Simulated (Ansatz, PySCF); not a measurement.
Species: InBr2, net charge -1, singlet state. 
Geometry from a B3LYP-D3(BJ)/def2-TZVP (Ansatz, a first-principles code) optimisation:
```xyz
3

In     0.9462    -0.2198    -0.3275
Br    -0.7550     1.8137    -1.1524
Br    -0.5696    -1.5060     1.6109
```
Charge -1, spin multiplicity 1.

Total electronic energies in hartree. Valence correlation only, unless marked. No spin-orbit coupling. Frozen are the shells of the preceding noble gas and the d and f shells that filled before the atom's block. Past Kr the def2 sets carry scalar-relativistic core potentials. STO-3G rows are all-electron and non-relativistic. CBS(X,Y): correlation extrapolated as X^-3; Hartree-Fock from the larger set. The bracket is a focal-point correction in the basis named.

| level | program | energy (Eh) |
|---|---|---|
| HF/def2-TZVPD | PySCF | -5334.25429 |
| HF-D3(BJ)/def2-TZVPD | PySCF + dftd3 | -5334.27882 |
| HF-D4/def2-TZVPD | PySCF + dftd4 | -5334.26419 |
| SVWN5/def2-TZVPD | Ansatz | -5331.27291 |
| PBE-D3(BJ)/def2-TZVPD | Ansatz + dftd3 | -5337.90139 |
| BLYP-D4/def2-TZVPD | Ansatz + dftd4 | -5338.69069 |
| r2SCAN-D3(BJ)/def2-TZVPD | Ansatz + dftd3 | -5338.71051 |
| r2SCAN-D4/def2-TZVPD | Ansatz + dftd4 | -5338.71039 |
| PBE0/STO-3G | Ansatz | -10776.16647 |
| PBE0-D4/def2-TZVP | Ansatz + dftd4 | -5338.07254 |
| BHLYP-D3(BJ)/def2-TZVPD | Ansatz + dftd3 | -5338.58241 |
| PW6B95/def2-TZVPD | PySCF | -5341.04416 |
| MN15/def2-TZVPD | PySCF | -5338.92606 |
| CAM-B3LYP-D4/def2-TZVPD | Ansatz + dftd4 | -5338.90365 |
| LC-wPBE-D3(BJ)/def2-TZVPD | Ansatz + dftd3 | -5337.97581 |
| B2PLYP-D3(BJ)/def2-TZVPD | Ansatz + dftd3 | -5337.55560 |
| B2PLYP-D4/def2-TZVPD | Ansatz + dftd4 | -5337.55394 |
| RI-MP2/def2-QZVPP | Ansatz | -5334.77556 |
| SCS-MP2/STO-3G | Ansatz | -10772.24833 |
| CCSD/def2-SVPD | Ansatz | -5333.96012 |
| CCSD/def2-TZVPP | Ansatz | -5334.66751 |
| CCSD(T)/def2-SVPD | Ansatz | -5333.97019 |
| RI-MP2/CBS(def2-TZVPPD,def2-QZVPPD)+[CCSD(T)-MP2]/def2-TZVPPD | Ansatz | -5334.8595 |

Totals of different functionals don't rank their quality; only differences between species are comparable.
